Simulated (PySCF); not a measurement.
Can point charges reproduce the dipole moment of `CP(C)c1ccccc1P`?

Coordinates (GFN2-xTB, Å) and charges (e) from the PBE0/pcSseg-1 density (PySCF):

```
atom       x       y       z  Mulliken      IAO  Hirshfeld  ESP-fitted
  C1  -2.570  -1.082   0.438   -0.4831  -0.6127    -0.1664     -0.5627
  P2  -1.511   0.423   0.641   +0.2783  +0.5217    +0.1713     -0.0266
  C3  -1.919   1.262  -0.952   -0.4057  -0.6027    -0.1683     -0.5435
  C4   0.138  -0.207   0.165   -0.3372  -0.1973    -0.0570     +0.2898
  C5   0.467  -1.400  -0.453   -0.0326  -0.1521    -0.0497     -0.2419
  C6   1.792  -1.666  -0.763   -0.0664  -0.1509    -0.0491     -0.1989
  C7   2.783  -0.748  -0.459   -0.0662  -0.1484    -0.0470     -0.1842
  C8   2.464   0.441   0.178   -0.0148  -0.1511    -0.0518     -0.1433
  C9   1.145   0.699   0.508   -0.3840  -0.1795    -0.0536     +0.0123
 P10   0.522   2.205   1.323   +0.2035  +0.2022    +0.0750     -0.2061
 H11  -2.267  -1.832   1.167   +0.1492  +0.1580    +0.0434     +0.1591
 H12  -2.508  -1.495  -0.567   +0.1330  +0.1378    +0.0387     +0.1495
 H13  -3.602  -0.800   0.642   +0.1502  +0.1586    +0.0449     +0.2182
 H14  -2.957   1.590  -0.916   +0.1415  +0.1528    +0.0430     +0.2035
 H15  -1.775   0.585  -1.793   +0.1396  +0.1433    +0.0370     +0.1714
 H16  -1.276   2.133  -1.065   +0.1620  +0.1621    +0.0338     +0.1484
 H17  -0.296  -2.123  -0.702   +0.0761  +0.1472    +0.0468     +0.1695
 H18   2.051  -2.594  -1.251   +0.0886  +0.1529    +0.0499     +0.1640
 H19   3.811  -0.961  -0.714   +0.0912  +0.1542    +0.0512     +0.1620
 H20   3.237   1.157   0.420   +0.0807  +0.1520    +0.0480     +0.1299
 H21   1.785   2.772   1.548   +0.0107  -0.0427    -0.0249     +0.0832
 H22   0.476   1.661   2.604   +0.0852  -0.0054    -0.0148     +0.0463
```

**Question.** Form Σ q r in debye for every column and set it beside the full dipole.

**Answer.** The full density gives (0.19, -1.32, -0.89) D, 1.60 D in size; dipole vectors point from the negative to the positive end.

```
    scheme     μx     μy     μz  size (D)  share of the full size (%)  angle to the full dipole (°)
  Mulliken  -1.89   2.03   0.72      2.87                         179                           143
       IAO  -1.10   1.12   1.09      1.91                         119                           150
 Hirshfeld  -0.55   0.08   0.28      0.62                          39                           117
ESP-fitted   0.09  -1.35  -0.92      1.64                         102                             4
```

**Question.** Which set comes closest?

**Answer.** Length of the difference vector: ESP-fitted 0.11 D, Hirshfeld 1.97 D, IAO 3.40 D, Mulliken 4.26 D. Closest: ESP-fitted. ESP charges are fitted to the potential around the molecule, whose slowest-falling term is the dipole's. The schemes that divide the density aren't constrained to reproduce the dipole.

**Question.** What is left for the Hirshfeld atoms' own dipoles?

**Answer.** The Hirshfeld atoms' densities add up to the full density, so μ = Σ q r + Σ (atomic dipoles). The atomic dipoles sum to (0.19, -1.32, -0.89) − (-0.55, 0.08, 0.28) = (0.74, -1.40, -1.17) D, 1.97 D in size.

**Question.** With the origin at the mean of the coordinates, (0.000, 0.001, 0.000) Å, which are the largest single terms, by size, of the Mulliken dipole along the direction of the full one?

**Answer.** P10 -2.43, C3 +1.42, C9 +1.33, H18 +1.31, P2 -1.18 D; all 22 atoms together -2.29 D. The single terms depend on the origin, their sum doesn't.

**Question.** Give the size of the full dipole in other units.

**Answer.** 1.60 D = 0.631 au = 0.334 e·Å = 5.35 × 10⁻³⁰ C·m.

Geometry: GFN2-xTB, one conformer, isolated molecule.

The values belong to the conformer `[CH3:1][P:2]([CH3:3])[c:4]1[cH:5][cH:6][cH:7][cH:8][c:9]1[PH2:10]`: C1–P2–C4–C5 12°, H–P10–C9–C8 -6°, H–P10–C9–C8 -99°.
